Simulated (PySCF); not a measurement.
Si(H)(OMe) (CH4OSi), SMILES [SiH]OC (connectivity only; charge and spin as stated), neutral, multiplicity 1. Heavy atoms are numbered as in [SiH:1][O:3][CH3:4]. Hydrogens are named by the atom that carries them.

The structure is a stationary point at r2SCAN-D4/def2-TZVP.

Calculation: PySCF with HF/pcSseg-2.

GIAO shieldings, no solvent; atoms alike by connectivity are averaged. δ = σ(ref) − σ: ²⁹Si against TMS (σ = 383.2 ppm); ¹H against TMS (σ = 31.98 ppm); ¹⁷O against H2O (σ = 326.0 ppm); ¹³C against TMS (σ = 193.3 ppm), references at their B3LYP-D3(BJ)/def2-TZVP geometries, non-relativistic.

### Question
Estimate the chemical shifts. (An estimate is asked for; the answer gives what the named calculation found.)

### Answer

```tsv
nucleus	atoms	count	δ (ppm)
²⁹Si	Si1 (SiH)	1	347.7
¹H	H on Si1	1	8.03
¹H	H on C4	3	4.22
¹⁷O	O3	1	181.1
¹³C	C4 (CH3)	1	65.6
```
